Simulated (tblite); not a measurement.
Compound: C₆H₇FN₂S.
Numbering: `[CH3:1][S:2][c:3]1[cH:4][c:5]([F:6])[n:7][n:8][c:9]1[CH3:10]` (hydrogens: H11, H12, H13 on C1; H14 on C4; H15, H16, H17 on C10)

Structure used (GFN2-xTB), in Å, numbered top down from 1:
```xyz
17
C6H7FN2S angstrom
C      2.3340    1.5068   -0.2374
S      1.7214   -0.2012   -0.2596
C      0.0002   -0.0177   -0.0061
C     -0.6504    1.1917    0.1525
C     -2.0295    1.1166    0.3489
F     -2.7113    2.2556    0.5075
N     -2.7204    0.0071    0.3918
N     -2.0973   -1.1274    0.2381
C     -0.8013   -1.1892    0.0442
C     -0.1954   -2.5392   -0.1216
H      1.8970    2.0684   -1.0578
H      2.1153    1.9673    0.7214
H      3.4083    1.4332   -0.3735
H     -0.1633    2.1523    0.1322
H      0.2977   -2.6109   -1.0903
H     -0.9707   -3.2951   -0.0469
H      0.5586   -2.7063    0.6465
```

Level: GFN2-xTB in tblite, geometry and Hessian alike; calculated harmonic values, unscaled, isolated species. This tight-binding method is rough: wavenumbers can miss measured ones by several per cent, in bad cases by 10 to 20. One conformer, not necessarily the lowest.

Problem. How many normal modes are there?

Solution. 17 atoms, non-linear: 3N − 6 = 45.

Problem. What is the point group of the computed structure, and how do the modes divide by symmetry?

Solution. Cs. The vibrations span 29 a′ + 16 a″.

Problem. How many distinct wavenumbers does the calculation give?

Solution. 45: Cs has no degenerate species.

Problem. How many fundamentals are allowed in the infrared by symmetry?

Solution. 45 of 45: in Cs every mode is allowed. All fundamentals are allowed in the Raman spectrum.

Problem. How large is the harmonic zero-point energy?

Solution. ½Σν̃ = 26530 cm⁻¹ = 317.4 kJ/mol (45 modes); those above 1550 cm⁻¹ give 127.6 kJ/mol of it.

Problem. What thermal excitation has the softest real mode at 298.15 K?

Solution. 61.6 cm⁻¹ is a vibrational temperature θ of 89 K. The population of v = 1 over v = 0 is exp(−θ/T) = 0.74, and the mean quantum number is 2.9.
